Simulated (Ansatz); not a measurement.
Basis sets compared for Zn7H20Se7. Charge 0, multiplicity 1. Geometry PBE-D4/def2-SVP. Ansatz on 4 threads of AMD EPYC 7R13 on a shared host and a share (37 GiB) of an NVIDIA H100 80GB HBM3; times are rough, and most runs start from earlier orbitals.

```xyz
34

Se   -1.199    3.094    0.801
Se    1.764    1.106   -0.051
Se    1.464   -1.655   -2.678
Se    0.682    0.829    3.264
Se   -2.812   -0.183    1.979
Se    0.019   -1.878    0.860
Se   -1.478    0.423   -1.448
Zn    2.611    0.607   -2.571
Zn   -1.671    1.889    3.048
Zn    2.673   -1.117    1.059
Zn    0.388    2.123   -2.228
Zn   -1.005   -1.523   -3.253
Zn   -1.991   -2.227   -0.826
Zn    1.913   -3.092   -0.638
H     4.153    0.814   -2.714
H     1.320    1.382   -3.394
H    -2.335    2.644    4.247
H     3.198   -0.828    2.508
H    -0.116    3.600   -2.072
H    -1.561   -1.167   -4.668
H    -1.382   -2.861   -2.240
H    -3.322   -2.487   -0.039
H     3.237   -2.110   -0.153
H     1.765   -4.647   -0.611
H    -0.922    4.357    1.556
H    -2.619    3.523    0.641
H     2.975    1.942    0.133
H     2.105   -2.373   -3.805
H     1.326    2.124    3.633
H     0.405    0.576    4.715
H    -2.740   -0.998    3.224
H    -4.136    0.360    2.427
H    -0.128   -3.153    1.605
H    -2.581    0.907   -2.313
```

Single mean-field runs in def2-SVP, def2-TZVP are fitted with def2-universal-jkfit. In the singlet geometry the species has come apart into loosely held pieces. Another isomer (singlet) lies 1.59 eV lower at PBE0-D4/def2-TZVP; other spin states weren't run for this one.

Binding counts from free atoms (Se triplet, Zn singlet, H doublet) in the same basis, without a counterpoise term.

| level | functions | energy (Eh) | HOMO (eV) | LUMO (eV) | binding per atom (eV) | wall time |
| --- | --- | --- | --- | --- | --- | --- |
| PBE-D4/def2-SVP | 541 | -29270.4986 | -5.60 | -2.25 | 2.19 | 6.5 s |
| PBE0-D4/def2-SVP | 541 | -29271.2565 | -6.76 | -1.44 | 2.17 | 12 s |

(1) Estimate the rows for PBE-D4/def2-TZVP (with forces), PBE0-D4/def2-TZVP.

Answers

(1) 
```
                         level  functions  energy (Eh)  HOMO (eV)  LUMO (eV)  binding per atom (eV)  wall time
PBE-D4/def2-TZVP (with forces)        792  -29274.4121      -5.88      -2.46                   2.11       10 s
             PBE0-D4/def2-TZVP        792  -29275.0962      -6.97      -1.65                   2.11       16 s
```
